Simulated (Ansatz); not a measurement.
Molecule: ScF2 (charge +1, singlet). 
Structure (B3LYP-D3(BJ)/def2-TZVP (Ansatz, a program for electronic structure) minimum search):
```xyz
3

Sc     0.3815     0.1848     0.1290
F     -0.6516     0.8883    -1.1210
F     -0.2385    -1.3195     0.8200
```
Charge +1, spin multiplicity 1.

Total electronic energies in hartree. Correlated levels leave the core frozen unless marked. Spin-orbit coupling is left out. Frozen are the shells of the preceding noble gas and the d and f shells that filled before the atom's block. Non-relativistic. CBS(X,Y): correlation extrapolated as X^-3; Hartree-Fock from the larger set. The bracket is a focal-point correction in the basis named.

```json
[
 {"level": "HF/def2-TZVPPD", "program": "Ansatz", "energy (Eh)": "-958.63668"},
 {"level": "PBE-D4/def2-TZVPD", "program": "Ansatz + dftd4", "energy (Eh)": "-959.96305"},
 {"level": "revPBE-D4/def2-TZVPD", "program": "Ansatz + dftd4", "energy (Eh)": "-960.20573"},
 {"level": "r2SCAN-D3(BJ)/def2-TZVPD", "program": "Ansatz + dftd3", "energy (Eh)": "-960.25411"},
 {"level": "PBE0/STO-3G", "program": "Ansatz", "energy (Eh)": "-949.37060"},
 {"level": "PBE0/def2-TZVPD", "program": "Ansatz", "energy (Eh)": "-959.97964"},
 {"level": "HSE06-D3(BJ)/def2-TZVPD", "program": "Ansatz + dftd3", "energy (Eh)": "-959.96430"},
 {"level": "HSE06/def2-TZVPD", "program": "Ansatz", "energy (Eh)": "-959.96363"},
 {"level": "MP2/def2-SVPD", "program": "Ansatz", "energy (Eh)": "-958.75496"},
 {"level": "CCSD/def2-SVP", "program": "Ansatz", "energy (Eh)": "-958.71266"},
 {"level": "CCSD/def2-TZVPPD", "program": "Ansatz", "energy (Eh)": "-959.20343"},
 {"level": "CCSD(T)/6-31G", "program": "Ansatz", "energy (Eh)": "-958.75562"},
 {"level": "CCSD(T)/6-31G*", "program": "Ansatz", "energy (Eh)": "-958.91061"},
 {"level": "RI-MP2/CBS(def2-TZVPPD,def2-QZVPPD)+[CCSD(T)-MP2]/def2-QZVPPD", "program": "Ansatz", "energy (Eh)": "-959.3288"},
 {"level": "CCSD(T)/CBS(def2-TZVPPD,def2-QZVPPD)", "program": "Ansatz", "energy (Eh)": "-959.3278"}
]
```

Totals of different functionals don't rank their quality; only differences between species are comparable.
